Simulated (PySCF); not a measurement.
H₃NSi, SMILES [SiH]N (connectivity only; charge and spin as stated), neutral, multiplicity 1.

Geometry optimised at B3LYP-D3(BJ)/def2-TZVP.

These are TDDFT-M06-2X/def2-TZVPD (PySCF) values and carry that method's errors.

Vertical excitations. Gas-phase values at a fixed geometry. State labels are in the subgroup Cs.

Q: Estimate the UV-visible absorptions. (Estimate from the structure and the level; the computed values follow.)

A: 
```
state  symmetry  energy (eV)  λ (nm)      f                                            main pairs
-----  --------  -----------  ------  -----  ----------------------------------------------------
S1           A"         3.41     364  0.027                                        HOMO→LUMO 99 %
S2           A'         5.35     232  0.083                                      HOMO→LUMO+1 94 %
S3           A'         6.16     201  0.111                                      HOMO→LUMO+2 95 %
S4           A'         6.46     192  0.131                                      HOMO−1→LUMO 93 %
S5           A"         7.06     176  0.001                  HOMO−1→LUMO+1 56 %, HOMO−2→LUMO 40 %
S6           A"         7.13     174  0.052                  HOMO−2→LUMO 53 %, HOMO−1→LUMO+1 38 %
S7           A'         7.15     173  0.205                    HOMO→LUMO+3 83 %, HOMO→LUMO+5 14 %
S8           A'         7.24     171  0.004  HOMO→LUMO+5 66 %, HOMO→LUMO+4 17 %, HOMO→LUMO+3 12 %
S9           A'         7.31     170  0.027                    HOMO→LUMO+4 79 %, HOMO→LUMO+5 14 %
S10          A"         7.62     163  0.169                                      HOMO→LUMO+6 92 %
T1           A"         2.33     532      0                                        HOMO→LUMO 97 %
T2           A'         4.64     267      0                    HOMO→LUMO+1 71 %, HOMO→LUMO+3 18 %
T3           A'         4.86     255      0                                      HOMO−1→LUMO 95 %
T4           A'         6.10     203      0                                      HOMO→LUMO+2 90 %
```
Triplets are in the Tamm–Dancoff approximation, which puts them higher than full response would, so one can lie above its singlet here.
